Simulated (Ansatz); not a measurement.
Compare A (`CN(C)BN`) with its isomer B (`NBCCN`).

Program: Ansatz. Geometries: PBE0-D4/def2-TZVP. ΔE: electronic, gas phase. CBS: MP2 limit from def2 TZ/QZ plus the TZ coupled-cluster correction, frozen cores. Functionals use def2-TZVPP. B3LYP here is the variant with VWN-RPA as its local correlation; programs differ in this. Each species was taken in one conformer, which may not be the lowest.

(1) Which isomer does CCSD(T)/CBS put lower? Give the gap. (An estimate is asked.)

(2) Give E(B) − E(A) in kcal/mol with PBE-D4, CCSD/def2-TZVPP, PBE0-D4, B3LYP, CCSD(T)/def2-TZVPP, B2PLYP, HF/def2-TZVPP. (Best estimate.)

Largest T1 diagnostic: 0.011.

Results:

(1) Ansatz gave: A, by 15.9 kcal/mol.

(2) The calculation gave: PBE-D4 16.6, CCSD/def2-TZVPP 15.8, PBE0-D4 16.3, B3LYP 17.3, CCSD(T)/def2-TZVPP 16.0, B2PLYP 17.0, HF/def2-TZVPP 16.6. None reverses the order clearly.
